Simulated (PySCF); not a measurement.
All values below come from PySCF with B3LYP-D3(BJ)/def2-TZVP. All species are isolated molecules in the gas phase. B3LYP has the VWN-RPA correlation part, as in Gaussian. 

Reference species (SMILES): `C(C)=C=O` (neutral, multiplicity 1).

```
Quantity          Value
-------------  --------
HOMO           -6.41 eV
dipole moment    1.88 D
HOMO–LUMO gap   5.30 eV
```

After one change: the HOMO falls by 0.37 eV; the dipole moment rises by 1.06 D; the HOMO–LUMO gap increases by 0.27 eV.

### Question
Which change was made? The new species is one of these.
A) `O=C1CC1`
B) `CC#CO`
C) `CC1=CO1`
D) `C#COC`

### Answer
A, `O=C1CC1`
